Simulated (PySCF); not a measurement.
Predicted spectroscopic data

Non-relativistic Hamiltonian, no solvent, rapidly exchanging positions averaged, a single conformation. Shieldings: GIAO PBE0/pcSseg-1; geometry: GFN2-xTB; PySCF.

Referencing at the same level of theory: TMS for ¹H (31.72 ppm), ¹³C (186.93 ppm). Where no couplings were computed, multiplicities follow the n + 1 count of equivalent neighbours, and m marks all less simple cases (inequivalent or close neighbours, rings, F or P nearby). Shifts are as computed. Against solution values, carbons near 30 ppm lie about +3 ppm off and those near 130 ppm about +5 ppm. Of 1211 compounds with measured shifts, 218 miss one by over three times the rms of a fit or turn the order of signals round; such compounds aren't used in these exercises.

Compound 1 (C4H11NSi). ¹H NMR (500 MHz, computed): δ 8.65 (t, 1H), 4.96 (s, 3H), 2.39 (m, 2H), 1.72 (m, 2H), 0.94 (t, 3H). ¹³C{¹H} NMR (computed): δ 185.1 (CH), 48.7 (CH2), 22.6 (CH2), 15.9 (CH3). Structure: `CCC/C=N/[SiH3]`.

Compound 2 (C4H11NSi). ¹H NMR (500 MHz, computed): δ 6.29 (m, 1H), 4.75 (s, 3H), 4.04 (m, 1H), 3.98 (m, 1H), 3.26 (q, 2H), 1.16 (t, 3H). ¹³C{¹H} NMR (computed): δ 145.4 (CH), 85.6 (CH2), 43.8 (CH2), 12.6 (CH3). Structure: SMILES C=CN([SiH3])CC.
